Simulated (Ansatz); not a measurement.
`CB(C)Cl` + CH₃NH₂ → `CNB(C)C` + HCl  (ligand exchange at a B–Cl bond)

Gas-phase electronic energies from Ansatz, PBE0-D4/def2-TZVP geometries. CCSD(T)/CBS adds triple-zeta CCSD(T) − MP2 to the extrapolated MP2 energy (def2 sets, frozen cores). This one scheme is used for every species. DFT in def2-TZVPP. B3LYP here is the variant with VWN-RPA as its local correlation; programs differ in this. One conformer a species, not always the lowest.

CCSD(T)/CBS gives -8.4 kcal/mol.

Another level gave -7.6 kcal/mol. Which?
A. HF/def2-TZVPP
B. B3LYP/def2-TZVPP
C. RPA@PBE/def2-TZVPP
D. LDA (SPW92)/def2-TZVPP

B. B3LYP -7.6, RPA@PBE/def2-TZVPP -9.2, HF/def2-TZVPP -5.3, LDA (SPW92) -11.1 kcal/mol.

Largest T1 diagnostic among the species: 0.011.

Leaving LDA and LC-ωPBE aside and taking each functional with its dispersion term where it has one, the values, not all of them listed here, spread over 2.5 kcal/mol, from CAM-B3LYP-D4 to B97M-V. LDA lies −3.7 kcal/mol from PBE without D4. The D4 term adds −1.0 kcal/mol with B3LYP and −0.7 kcal/mol with PBE0; it sums over pairs of atoms, weighted by their polarisabilities, and B3LYP, whose exchange is more repulsive, gets the larger term.
